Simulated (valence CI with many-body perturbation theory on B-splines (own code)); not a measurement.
**E1 transitions of Si⁸⁺**

Level of theory: valence CI with perturbative core correlation (CI+MBPT): four valence electrons over a frozen Dirac-Fock core [He], a basis of 11 s, 11 p, 9 d, 7 f, 5 g, 2 h, 1 i functions for each j, with the one-electron correlation potential Σ1, the two-electron term Σ2, the three-electron term Σ3, Breit, model QED; selected CI, second order for the rest, scaled by the run's own slope (own B-spline code, finite nucleus).

No measured spectrum was set against this ion. As an estimate, levels of excited configurations hold to 0.05 to 0.15 % of their energy, terms of the ground configuration to about 0.5 %.

Lines 1 to 50 of 275 in falling wavelength, among levels below 1953300 cm⁻¹, chosen from the strongest by gf and those to the six lowest levels. Wavelengths and rates use the calculated energies, so an error of 200 cm⁻¹ moves a line at 185.6 nm by 0.37 % and its rate by three times that or more. Electric multipoles are in the length gauge, E1 and E2 with the static RPA response of the core. Weak lines are less certain than strong ones. Lines between different terms over intervals too small for the method are left out, as are lines whose strength nearly cancels. The highest levels of a list are the least certain.

Names give the largest LS component (configuration and term), which can be under half, so a name can repeat, a term be missing and a line seem to break the LS rules; names also repeat where a configuration has a term twice.

```
λ vac (nm)          Upper          Lower   A (s⁻¹)  S (a.u.)
     185.6   2s²2p3p ¹P_1  2s²2p3s ¹P°_1  9.25e+07  8.75e-01
     156.0  2s²2p3d ¹P°_1   2s²2p3p ¹S_0  1.30e+08  7.28e-01
     156.0  2s2p²3p ³D°_2   2s2p²3s ³P_2  3.95e+07  3.70e-01
     152.0  2s2p²3p ³D°_1   2s2p²3s ³P_1  8.84e+07  4.60e-01
     149.6  2s2p²3p ³D°_3   2s2p²3s ³P_2  2.43e+08  2.82e+00
     148.0  2s2p²3p ³D°_2   2s2p²3s ³P_1  2.06e+08  1.65e+00
     147.6  2s2p²3p ³D°_1   2s2p²3s ³P_0  1.55e+08  7.37e-01
     139.8   2s²2p3p ¹P_1  2s²2p3s ³P°_1  7.05e+07  2.85e-01
     132.7   2s²2p3p ³D_2  2s²2p3s ³P°_2  6.55e+07  3.78e-01
     128.1  2s2p²3p ⁵D°_1   2s2p²3s ⁵P_2  8.68e+07  2.70e-01
     127.6  2s2p²3p ⁵D°_3   2s2p²3s ⁵P_3  1.08e+08  7.73e-01
     127.6   2s2p²3d ⁵F_4  2s2p²3p ⁵D°_4  4.95e+07  4.56e-01
     127.1  2s2p²3p ³P°_1   2s2p²3s ³P_2  1.99e+08  6.04e-01
     126.8   2s²2p3p ³D_1  2s²2p3s ³P°_1  7.96e+07  2.40e-01
     125.9  2s2p²3p ⁵D°_2   2s2p²3s ⁵P_2  2.50e+08  1.23e+00
     125.7   2s2p²3d ⁵F_3  2s2p²3p ⁵D°_3  1.08e+08  7.37e-01
     125.4  2s2p²3p ⁵D°_0   2s2p²3s ⁵P_1  4.86e+08  4.72e-01
     125.3   2s²2p3p ³D_3  2s²2p3s ³P°_2  4.26e+08  2.90e+00
     125.2  2s2p²3p ³P°_2   2s2p²3s ³P_2  3.56e+08  1.72e+00
     124.4   2s2p²3d ⁵F_5  2s2p²3p ⁵D°_4  4.49e+08  4.69e+00
     124.3  2s2p²3p ⁵D°_1   2s2p²3s ⁵P_1  4.03e+08  1.14e+00
     124.2   2s²2p3p ³D_1  2s²2p3s ³P°_0  2.56e+08  7.27e-01
     124.1   2s²2p3p ³D_2  2s²2p3s ³P°_1  3.53e+08  1.67e+00
     124.1   2s2p²3d ⁵F_2  2s2p²3p ⁵D°_2  1.65e+08  7.78e-01
     123.3  2s2p²3p ⁵D°_4   2s2p²3s ⁵P_3  5.12e+08  4.26e+00
     123.3   2s2p²3d ⁵F_4  2s2p²3p ⁵D°_3  4.07e+08  3.38e+00
     123.1   2s2p²3d ⁵F_1  2s2p²3p ⁵D°_1  2.09e+08  5.78e-01
     122.9  2s2p²3p ³P°_0   2s2p²3s ³P_1  4.65e+08  4.26e-01
     122.6  2s2p²3p ⁵D°_3   2s2p²3s ⁵P_2  3.98e+08  2.54e+00
     122.4   2s2p²3d ⁵F_3  2s2p²3p ⁵D°_2  3.51e+08  2.23e+00
     122.2  2s2p²3p ⁵D°_2   2s2p²3s ⁵P_1  2.34e+08  1.06e+00
     122.1   2s2p²3d ⁵F_1  2s2p²3p ⁵D°_0  2.34e+08  6.29e-01
     122.0   2s2p²3d ⁵F_2  2s2p²3p ⁵D°_1  2.88e+08  1.29e+00
     121.7  2s2p²3p ³P°_1   2s2p²3s ³P_1  1.25e+08  3.35e-01
     120.0  2s2p²3p ³P°_2   2s2p²3s ³P_1  9.36e+07  3.99e-01
     118.9  2s2p²3p ³P°_1   2s2p²3s ³P_0  1.36e+08  3.37e-01
     117.8  2s²2p3d ³F°_3   2s²2p3p ³D_3  3.72e+07  2.10e-01
     116.5  2s²2p3d ³F°_2   2s²2p3p ³D_2  5.65e+07  2.21e-01
     116.1  2s2p²3p ⁵P°_2   2s2p²3s ⁵P_3  2.64e+08  1.02e+00
     115.0  2s²2p3d ³D°_2   2s²2p3p ³P_1  2.13e+08  7.97e-01
     114.7   2s²2p3p ³S_1  2s²2p3s ³P°_2  1.29e+08  2.88e-01
     114.6  2s²2p3d ³D°_3   2s²2p3p ³P_2  3.64e+08  1.89e+00
     114.3  2s²2p3d ³F°_2   2s²2p3p ³D_1  1.67e+08  6.16e-01
     113.4  2s2p²3p ⁵P°_3   2s2p²3s ⁵P_3  4.96e+08  2.50e+00
     113.3  2s2p²3p ⁵P°_1   2s2p²3s ⁵P_2  5.23e+08  1.13e+00
     113.0  2s²2p3d ³F°_4   2s²2p3p ³D_3  5.62e+08  3.60e+00
     112.9  2s²2p3d ³D°_1   2s²2p3p ³P_0  2.62e+08  5.59e-01
     112.0  2s2p²3p ⁵P°_2   2s2p²3s ⁵P_2  1.15e+08  4.00e-01
     111.9  2s²2p3d ³F°_3   2s²2p3p ³D_2  5.34e+08  2.59e+00
     110.3  2s2p²3p ⁵P°_1   2s2p²3s ⁵P_1  1.30e+08  2.58e-01
```
